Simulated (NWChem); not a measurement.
CH4NO cation; SMILES C(=[OH+])N

```xyz
7

N      0.1804    -1.1064     0.0000
C     -0.4263     0.0395     0.0000
O      0.1193     1.1927     0.0000
H      1.1960    -1.2101     0.0000
H     -0.3668    -1.9672     0.0000
H     -1.5240     0.0589     0.0000
H      1.0933     1.2186     0.0000
```
Atoms are numbered in this order, from 1.

Level: PBE0/def2-SVP (NWChem), optimised geometry, unscaled harmonic frequencies. 

```
frequency (cm⁻¹)  IR intensity (km/mol)
----------------  ---------------------
563                                 7.3
617                                81.6
711                                64.7
757                               249.2
1048                               33.7
1098                               24.8
1173                              159.5
1396                               29.0
1439                                9.5
1605                               37.2
1802                              413.8
3231                               15.8
3537                              208.4
3651                              201.8
3751                              220.2
```

| Quantity | Value |
|---|---|
| zero-point energy | 37.7 kcal/mol |
| thermal correction to the enthalpy at 298.15 K (with zero-point energy) | 40.5 kcal/mol |
| heat capacity Cv | 10.7 cal/(mol K) |
| entropy at 298.15 K and 1 atm (symmetry number 1) | 60.5 cal/(mol K) |

Rigid rotor and harmonic oscillator.
